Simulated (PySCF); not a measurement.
A structure optimised at PBE0-D3(BJ)/def2-SVP, used in a PySCF frequency run:

```
W
O 1 1.7027
N 1 1.9389 2 107.11
H 3 1.0159 1 125.02 2 152.58
H 3 1.0163 4 111.42 1 176.30
N 1 1.9389 2 107.11 3 -119.81
H 6 1.0159 1 125.02 2 -152.58
H 6 1.0163 7 111.42 1 -176.30
S 1 2.1509 2 114.26 3 120.10
```

Question: Write its SMILES, formula and point group.

Answer: [NH2][W]([NH2])(=[O])=[S], H₄N₂OSW, Cs

Question: What are its rotational constants (standard atomic weights)?

Answer: 3.2160, 2.1672, 1.9788 GHz
